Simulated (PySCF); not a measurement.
Computed shifts of a molecule CH₇ClGeSi, HF/pcSseg-1 (PySCF), GIAO, gas phase, atoms alike by connectivity averaged where their shifts nearly agree, in ppm (number of nuclei): ²⁹Si: -5.6 (1). ¹³C: -8.0 (1). ¹H: 5.13 (1), 4.89 (1), 4.16 (3), 0.39 (1), -0.12 (1). References: ²⁹Si against TMS (σ = 393.8 ppm); ³⁵Cl against HCl (σ = 958.2 ppm); ¹³C against TMS (σ = 192.6 ppm); ⁷³Ge against GeH4 (σ = 1776.1 ppm); ¹H against TMS (σ = 31.99 ppm), references at their B3LYP-D3(BJ)/def2-TZVP geometries, non-relativistic (without spin–orbit terms, shifts of atoms bonded to Cl or Br come out too high). Coordinates come from a B3LYP-D3(BJ)/def2-SVP optimisation. Other conformers were not sampled.

Task: Pick the molecule that these values belong to.
A. C[SiH2][GeH2][Cl]
B. C[Si@@H](Cl)[GeH3]
C. [SiH3][CH2][GeH2][Cl]
D. Cl[SiH2][CH2][GeH3]

Result: D, Cl[SiH2][CH2][GeH3]
